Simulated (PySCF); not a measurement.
# Electronic structure of Cu- (copper, charge -1) at the UHF level

Configuration: [Ar] 3d10 4s2, closed-shell 1S. All numbers are calculated (PySCF 2.14, the spin-free X2C one-electron Hamiltonian (Gaussian nucleus), in aug-cc-pwCVTZ-DK).

- Total energy: -1653.150039 hartree
- One-electron energy: -2313.6164 hartree
- Hartree (Coulomb) energy: 727.1040 hartree
- Exchange energy: -66.6377 hartree
- ⟨S²⟩: 0.0000
- ⟨L²⟩: 0.000
- Sum of ⟨r⟩: 26.73 bohr
- Sum of ⟨r²⟩: 70.48 bohr²
- Langevin diamagnetic susceptibility: -55.8 ×10⁻⁶ cm³/mol

```
shell  electrons  mean orbital energy (eV)  rms radius, mean of both spins (bohr)
   1s          2                   -9041.4                                 0.0601
   2s          2                   -1128.0                                  0.254
   2p          6                   -968.69                                  0.228
   3s          2                   -134.75                                  0.766
   3p          6                   -85.945                                  0.819
   3d         10                    -7.498                                   1.17
   4s          2                    -0.562                                   5.05
```

Densities and radii are taken from the X2C orbitals without a picture-change correction, which distorts them close to the nucleus.

Spin-orbit constants ζ (cm⁻¹) from the X2C one-electron operator on these orbitals: bare nucleus, nucleus screened by l(l+1)(2l+1)/3 electrons, and screened by the Breit-Pauli mean field of the electrons.

| shell | bare | screened nucleus | mean field |
| --- | --- | --- | --- |
| 2p | 115300 | 107300 | n/a |
| 3p | 14110 | 13130 | n/a |
| 3d | 1255 | 822.1 | n/a |
